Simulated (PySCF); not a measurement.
A structure optimised at B3LYP-D3(BJ)/def2-TZVP, used in a PySCF frequency run:

```xyz
3

Se     0.0456    -0.3585     0.0000
H     -1.4236    -0.5179     0.0000
F     -0.0142     1.4118     0.0000
```

### Question
Write its SMILES, formula and point group.

### Answer
F[SeH], FHSe, Cs

### Question
What are its rotational constants (standard atomic weights)?

### Answer
234.26, 10.471, 10.023 GHz
